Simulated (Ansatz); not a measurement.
# Which is lower?

The two ends of one reaction step of SnHCl$_{4}$F, singlet (PBE0-D4/def2-TZVP).

A:

```json
{"atom": "Sn1", "x (Å)": "-0.7714", "y (Å)": "-0.3405", "z (Å)": "0.2049"}
{"atom": "Cl2", "x (Å)": "1.0605", "y (Å)": "-0.3990", "z (Å)": "1.6150"}
{"atom": "Cl3", "x (Å)": "-0.3567", "y (Å)": "-1.5131", "z (Å)": "-1.7070"}
{"atom": "Cl4", "x (Å)": "-2.4616", "y (Å)": "-1.3979", "z (Å)": "1.3355"}
{"atom": "Cl5", "x (Å)": "-1.4196", "y (Å)": "1.8106", "z (Å)": "-0.1886"}
{"atom": "H6", "x (Å)": "2.1824", "y (Å)": "0.8052", "z (Å)": "-0.2327"}
{"atom": "F7", "x (Å)": "1.7663", "y (Å)": "1.0346", "z (Å)": "-1.0272"}
```

B:

```tsv
atom	x (Å)	y (Å)	z (Å)
Sn1	-0.8676	0.2669	-0.3833
Cl2	2.2621	-1.2922	1.2150
Cl3	-0.5035	-1.5303	-1.7279
Cl4	-1.6318	-0.2944	1.6835
Cl5	-2.2352	1.7885	-1.3870
H6	2.1728	-0.0959	0.7526
F7	0.8031	1.1574	-0.1529
```

Program: Ansatz 0.2.0. Basis: def2-TZVPP. Cores are frozen in the correlated methods. Filled d shells of the heavier atoms are correlated. Core potentials replace the inner electrons of the atoms past krypton. The def2 sets are not built for correlating such inner shells, so the correlated values are less sure here. B3LYP uses VWN-RPA correlation.

Problem. Which structure is lower at CCSD(T), and by how much? (Judge from chemistry; the value comes from the calculation.)

Solution. The calculation gives: A, by 0.345 eV (electronic energy, against the other). By their contacts, A is a complex of SnCl₄ ([Cl][Sn]([Cl])([Cl])[Cl]) + HF and B is a complex of SnCl₃F ([F][Sn]([Cl])([Cl])[Cl]) + HCl.

All methods give the same order:

| method | E(B) − E(A) (eV) |
| --- | --- |
| SPW92 | 0.389 |
| PBE-D4 | 0.346 |
| BLYP-D4 | 0.283 |
| r2SCAN-D4 | 0.328 |
| B97M-V | 0.283 |
| PBE0-D4 | 0.400 |
| B3LYP-D4 | 0.328 |
| r2SCAN0-D4 | 0.387 |
| BHLYP-D4 | 0.368 |
| CAM-B3LYP-D4 | 0.283 |
| wB97X-V | 0.311 |
| wB97M-V | 0.356 |
| B2PLYP | 0.315 |
| PBE-QIDH | 0.410 |
| RPA on PBE | 0.292 |
| HF | 0.322 |
| MP2 | 0.410 |
| CCSD | 0.341 |
| CCSD(T) | 0.345 |

The T1 diagnostic stays at or below 0.012.

Labels in which every atom is bracketed show which atoms are joined, not bond orders.

For scale, one of the runs: CCSD(T)/def2-TZVPP, 263 basis functions, launched by `ansatz run in.yaml --threads 8 --pin off --events-out ev --progress --plain --max-ram 19148MiB`. The run took 4.5 min on 8 CPU threads of an Intel Xeon (shared host), with 6.6 GiB of host memory at its peak.
